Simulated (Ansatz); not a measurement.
Z-matrix (Å, degrees):
```
C
H 1 1.0906
H 1 1.0907 2 111.72
C 1 1.5851 2 117.10 3 138.95
H 4 1.0770 1 129.38 2 -68.40
Si 4 1.6512 5 161.33 1 179.98
H 6 1.4723 4 153.28 5 -0.26
```
Charge 0, multiplicity 1.

Method: frozen-core CCSD(T)/cc-pVQZ // ωB97X-D3(BJ)/def2-TZVP in Ansatz (a first-principles code). The restricted HF reference is unstable towards unrestricted orbitals.

```json
{
 "HF energy": "-366.88339 Ha",
 "MP2 correlation energy": "-0.48527 Ha"
}
```

### Question
Estimate the CCSD correlation energy, the (T) correction, the total energy and the T1 diagnostic.

### Answer

* **CCSD correlation energy**: -0.50464 Ha
* **(T) correction**: -0.02786 Ha
* **CCSD(T) total energy**: -367.41589 Ha
* **T1 diagnostic**: 0.015
